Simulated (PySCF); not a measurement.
C5H3NS: core ionisation energies

Species: C5H3NS.
Atom-mapped SMILES: `[N:1]#[C:2][c:3]1[cH:4][cH:5][s:6][cH:7]1`

Structure used (PBE0-D3(BJ)/def2-SVP), in Å, numbered top down from 1:
```
atom  x, y, z in Å
N1    -3.0791   -0.5240    0.0561
C2    -1.9461   -0.2790    0.0211
C3    -0.5511    0.0117   -0.0201
C4     0.4775   -0.9780    0.0895
C5     1.7253   -0.4260    0.0204
S6     1.6606    1.2797   -0.1764
C7    -0.0447    1.2868   -0.1700
H8     0.2815   -2.0427    0.2140
H9     2.6865   -0.9349    0.0752
H10   -0.6072    2.2131   -0.2747
```

Theory: PySCF, delta-SCF UKS SCAN, pcX-2 on the ionised atom, pcseg-1 elsewhere, spin-free X2C. Each binding energy is the total energy of the core-ionised species, with the hole localised on one atom, minus that of the ground state; both are solved self-consistently, so orbital relaxation is included.

Question: List the computed XPS lines with their assignment.

Answer: 
```tsv
atom(s)	bonded to	level	binding energy (eV)	above the level's lowest (eV)	count
S6	2 C (aromatic in the SMILES)	S 1s	2478.73	0.00	1
N1	C (triple bond)	N 1s	404.72	0.00	1
C2	N (triple bond) and C	C 1s	292.15	+0.98	1
C3	2 C (aromatic in the SMILES) and C	C 1s	291.93	+0.76	1
C7	S (aromatic in the SMILES), C (aromatic in the SMILES) and H	C 1s	291.46	+0.29	1
C5	S (aromatic in the SMILES), C (aromatic in the SMILES) and H	C 1s	291.43	+0.26	1
C4	2 C (aromatic in the SMILES) and H	C 1s	291.17	0.00	1
```

Lowest listed C 1s: C4, bonded to 2 C (aromatic in the SMILES) and H. Highest, 0.98 eV above it: C2, bonded to N (triple bond) and C. Summing the Pauling electronegativity differences to the bonded atoms, each weighted by its formal bond order, gives -0.35 for the lowest site and +1.47 for the highest; no listed site has a larger sum than the highest. The values 291.43 and 291.46 eV lie too close for their order to be trusted.

Question: Which effective nuclear charge Zeff reproduces each element's mean 1s value in the hydrogen-like formula E = 13.606 eV × Zeff²?

Answer: C (Z = 6): mean 291.6 eV, Zeff = 4.63, Z − Zeff = 1.37; N (Z = 7): mean 404.7 eV, Zeff = 5.45, Z − Zeff = 1.55; S (Z = 16): mean 2478.7 eV, Zeff = 13.50, Z − Zeff = 2.50. Means run over the listed sites, weighted by atom count.

Not every level is listed. Geometry: PBE0-D3(BJ)/def2-SVP; no solvent, vibrations or thermal averaging.

On x86-64 server, one thread, on a shared host, this took 54 s of wall time.
